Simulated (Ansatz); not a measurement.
The lowest singlet and triplet of CH2O (SMILES C=O); geometries from B3LYP-D3(BJ)/def2-TZVP, each state relaxed from the structure named, with no frequency check.
Singlet (charge 0, multiplicity 1):
```xyz
4

C     -0.5167     0.0983     0.0005
O      0.6610    -0.1258    -0.0006
H     -1.2694    -0.7141     0.0007
H     -0.9186     1.1303     0.0013
```
Triplet (charge 0, multiplicity 3):
```xyz
4

C     -0.580     0.110     0.001
O      0.706    -0.134    -0.001
H     -1.263    -0.733     0.001
H     -0.906     1.145     0.001
```

A positive gap puts the triplet lower; no zero-point energy. R- takes a restricted singlet. U- takes an unrestricted singlet (broken symmetry where lower, unprojected). The triplet is unrestricted in single-reference levels.

Correlated levels freeze the cores.

Codes used: Ansatz (Gaussian basis) for Hartree–Fock, density functionals and correlated methods. Each number belongs to the level named beside it.

Question: One of these levels gives -47.18 kcal/mol for the gap E(singlet) − E(triplet), adiabatic. Which?
A) U-B2PLYP/def2-TZVPP
B) R-MP2/cc-pVTZ
C) R-HF/cc-pVDZ

Answer: C, R-HF/cc-pVDZ. The others give -73.69 (U-B2PLYP/def2-TZVPP), -83.74 (R-MP2/cc-pVTZ)

Ansatz is a quantum-chemistry and plane-wave program.
